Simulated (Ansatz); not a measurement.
Cl₂, charge -1, doublet, geometry from GFN2-xTB (a state made from the parent by changing its charge; the spin is typed, not shown lowest) (a gas-phase anion, which may not be bound at this level); CCSD(T)/def2-SVP (Ansatz, a program for electronic structure).

Input for Ansatz:
Ansatz 0.2 input:
```yaml
crystal:
  periodic: [false, false, false]
  atoms:
    - {symbol: Cl, position_ang: [-0.00000000, -0.00000000, -1.28417300]}
    - {symbol: Cl, position_ang: [0.00000000, 0.00000000, 1.28417300]}
basis:
  gaussian:
    orbitals: def2-SVP
total_charge: -1
magnetization: {spin_polarized: true, initial_magnetization: 1}
correlation: {method: ccsd_t, electrons: outside_noble_gas}
accuracy: high
```

What the program printed (banner, timings and long lists left out):

```
Functional definition: HF
569 factors; integrals over basis functions are off by at most 3.3e-9 eV
mean field evaluation 1: about -24999.5656 eV, gradient 6.6e0 eV
mean field evaluation 2: about -24999.5751 eV, gradient 6.6e0 eV
mean field evaluation 4: about -24999.8442 eV, gradient 6.7e-1 eV
mean field evaluation 8: about -24999.8484 eV, gradient 6.3e-7 eV
mean field evaluation 16: about -24999.8354 eV, gradient 6.7e-1 eV
mean field evaluation 32: about -24996.4341 eV, gradient 6.9e-2 eV
mean field evaluation 64: about -24996.4338 eV, gradient 6.0e-2 eV
mean field -24999.84838429 eV, -918.7274826170 hartree, gradient 2.4e-8 eV, S^2 0.761710; 2 other end points of the search recorded, 0 dependent functions left out
determinant -24999.84838429 eV, -918.7274826170 hartree, with singles and doubles -25007.51858632 eV, -919.0093573422 hartree
determinant -24997.59158338 eV, -918.6445467129 hartree, with singles and doubles -25005.42992732 eV, -918.9326005399 hartree
determinant -24996.43418171 eV, -918.6020129860 hartree, with singles and doubles -25004.37252933 eV, -918.8937418804 hartree
10 core orbitals not correlated
reference -24999.84838429 eV, -918.7274826170 hartree; 8, 7 occupied and 18, 19 virtual orbitals, 569 factors
second order -6.97620441 eV of doubles, -0.00000000 eV of singles
cycle   1  -7.67020005 eV  change    2.0e-6 eV  update   3.7e-5
cycle   2  -7.67019662 eV  change    3.4e-6 eV  update   1.9e-5
cycle   3  -7.67019653 eV  change    8.5e-8 eV  update   5.3e-6
cycle   4  -7.67019721 eV  change   -6.7e-7 eV  update   1.1e-6
cycle   5  -7.67019782 eV  change   -6.1e-7 eV  update   2.0e-7
cycle   6  -7.67019789 eV  change   -7.0e-8 eV  update   5.1e-8
cycle   7  -7.67019786 eV  change    3.1e-8 eV  update   1.6e-8
cycle   8  -7.67019783 eV  change    2.3e-8 eV  update   9.0e-9
cycle   9  -7.67019762 eV  change    2.1e-7 eV  update   7.8e-8
cycle  10  -7.67019762 eV  change    3.5e-9 eV  update   1.8e-8
cycle  11  -7.67019762 eV  change   -2.1e-9 eV  update   4.2e-9
cycle  12  -7.67019762 eV  change  -8.8e-10 eV  update  9.2e-10
perturbative correction -0.09563946 eV, -0.0035146854 hartree
Total energy: -25007.61422138 eV, -919.0128718660 hartree
```
